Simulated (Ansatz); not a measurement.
Reaction (ligand exchange at the Si–Se bond): `B[Se][SiH2]F` + `N[SiH](O)O` → `O[SiH](O)N[SiH2]F` + `B[SeH]`

Program: Ansatz. Geometries: PBE0-D4/def2-TZVP. ΔE: electronic, gas phase. CCSD(T)/CBS adds triple-zeta CCSD(T) − MP2 to the extrapolated MP2 energy (def2 sets, frozen cores). This one scheme is used for every species. DFT in def2-TZVPP. B3LYP here is the variant with VWN-RPA as its local correlation; programs differ in this. For Se outer-core shells are correlated without core-valence functions, which leaves a few kJ/mol of doubt a bond. Scalar relativity is left out up to krypton. Each species was taken in one conformer, which may not be the lowest.

`B[Se][SiH2]F`:

Cartesian coordinates in Å:
```
B 1.433 0.529 0.940
Se 0.068 1.481 -0.007
Si -1.081 -0.335 -0.757
F -2.136 -0.811 0.343
H 2.245 1.191 1.506
H 1.456 -0.662 0.944
H -0.145 -1.452 -1.004
H -1.840 0.060 -1.965
```

`N[SiH](O)O`:

Cartesian coordinates in Å:
```
N 0.197 1.125 0.527
Si -0.213 -0.188 -0.496
O -1.364 -1.062 0.279
O 1.179 -0.980 -0.845
H 0.980 1.714 0.292
H -0.535 1.663 0.964
H -0.805 0.110 -1.813
H -1.222 -1.242 1.210
H 1.783 -1.140 -0.118
```

`O[SiH](O)N[SiH2]F`:

Z-matrix (Å, degrees):
```
Si
O 1 1.636
N 1 1.728 2 106.0
O 1 1.636 2 116.1 3 -121.8
H 1 1.471 2 106.1 3 122.6
H 2 0.960 1 119.1 3 47.6
Si 3 1.707 1 125.7 2 13.2
H 3 1.010 1 117.3 2 -161.5
H 4 0.958 1 118.5 2 66.7
F 7 1.610 3 109.7 1 -63.0
H 7 1.477 3 112.5 1 53.4
H 7 1.481 3 109.0 1 179.1
```

`B[SeH]`:

Z-matrix (Å, degrees):
```
B
Se 1 1.899
H 1 1.189 2 121.0
H 1 1.191 2 115.7 3 180.0
H 2 1.470 1 97.7 3 0.0
```

```
            species  B3LYP energy (Eh)
     `B[Se][SiH2]F`        -2818.36288
       `N[SiH](O)O`         -497.97267
`O[SiH](O)N[SiH2]F`         -888.08147
           `B[SeH]`        -2428.26248
```

(1) Work out ΔE.

Largest T1 diagnostic among the species: 0.013.

## Answers

(1) ΔE = (-888.08147) + (-2428.26248) − (-2818.36288) − (-497.97267) = -0.00840 Eh = -22.1 kJ/mol. CCSD(T)/CBS gives -20.8 kJ/mol.
